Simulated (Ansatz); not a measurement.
Consider the redistribution: `[NH2][Zn][AlH][F]` + `FCOC(F)[SiH3]` → `[NH2][Zn][O]CF` + `[F][AlH][CH](F)[SiH3]`.

Program: Ansatz. Geometries: PBE0-D4/def2-TZVP. ΔE: electronic, gas phase. CCSD(T)/CBS is the MP2 limit (def2-TZVPP, def2-QZVPP) plus CCSD(T) − MP2 in def2-TZVPP, frozen cores. DFT in def2-TZVPP. B3LYP here is the variant with VWN-RPA as its local correlation; programs differ in this. For Zn outer-core shells are correlated without core-valence functions, which leaves a few kJ/mol of doubt a bond. Scalar relativity is left out up to krypton. One conformer a species, not always the lowest.

```
             level  ΔE (kJ/mol)  difference from CCSD(T)/CBS
           PBE0-D4        -41.5                         16.2
           ωB97X-V        -48.2                          9.5
           ωB97M-V        -49.4                          8.3
              PBE0        -40.1                         17.6
             B3LYP        -44.5                         13.2
     HF/def2-TZVPP        -44.3                         13.4
SCS-MP2/def2-TZVPP        -60.3                         -2.6
    MP2/def2-QZVPP        -66.6                         -8.9
SCS-MP2/def2-QZVPP        -63.4                         -5.7
    CCSD/CBS(def2)        -57.2                          0.5
       CCSD(T)/CBS        -57.7                            0
```

Largest T1 diagnostic among the species: 0.016.

In def2-TZVPP, CCSD(T) changes the Hartree–Fock value by −9.8 kJ/mol (the triples alone add −0.5 kJ/mol) and MP2 by −19.1 kJ/mol.
